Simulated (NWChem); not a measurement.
System: C₄H₄; SMILES C#CC=C

Results from NWChem. Pople sets run with spherical d functions. Geometry: optimised at B3LYP/6-31G* (spherical d). Level: B3LYP/6-31G* with SMD (1 M gas to 1 M solution), gas-phase geometry.

Problem. What does the run give for solvent water? Quantities: solvation free energy (kcal/mol); cavity-dispersion-structure term (kcal/mol); dipole in solution (D).

Solution. 
```json
{
  "solvation free energy (kcal/mol)": "0.3",
  "cavity-dispersion-structure term (kcal/mol)": "4.6",
  "dipole in solution (D)": "0.58"
}
```
